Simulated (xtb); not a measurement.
Harmonic IR lines of one isomer of C5H6, unscaled. All values below come from GFN2-xTB (xtb).

| wavenumber (cm⁻¹) | relative intensity |
|---|---|
| 578 | 15 |
| 625 | 37 |
| 685 | 13 |
| 772 | 9.0 |
| 950 | 10.0 |
| 999 | 20 |
| 1101 | 3.5 |
| 1341 | 11 |
| 1402 | 11 |
| 1474 | 17 |
| 1682 | 20 |
| 2991 | 36 |
| 3008 | 42 |
| 3039 | 26 |
| 3046 | 3.7 |
| 3065 | 100 |

Q: Identify which structure gives these lines.
A. `C#C/C=C/C`
B. `C#CCC=C`
C. `C#C/C=C\C`

A: C, `C#C/C=C\C`
